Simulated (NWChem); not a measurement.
System: CCl$_{2}$, singlet; SMILES Cl[C]Cl

Program: NWChem. Pople sets run with spherical d functions. Low-valent species are run as closed-shell singlets; no triplet was tried in these runs. Geometry: optimised at PBE-D3(BJ)/def2-SVP. Static field.

### Question
Order these runs by computing time, cheapest first, and give rough ratios: PBE/Sadlej pVTZ; PBE/def2-SVP; PBE/aug-cc-pVTZ.

### Answer
PBE/def2-SVP (1), PBE/Sadlej pVTZ (4), PBE/aug-cc-pVTZ (40). Ratios are rough, from one shared machine; the cheapest took about 8 core-seconds (a rough figure). What differs between the cheapest and the dearest: isotropic polarisability (bohr³) 30.0 → 46.1; anisotropy (bohr³) 28.2 → 30.0.
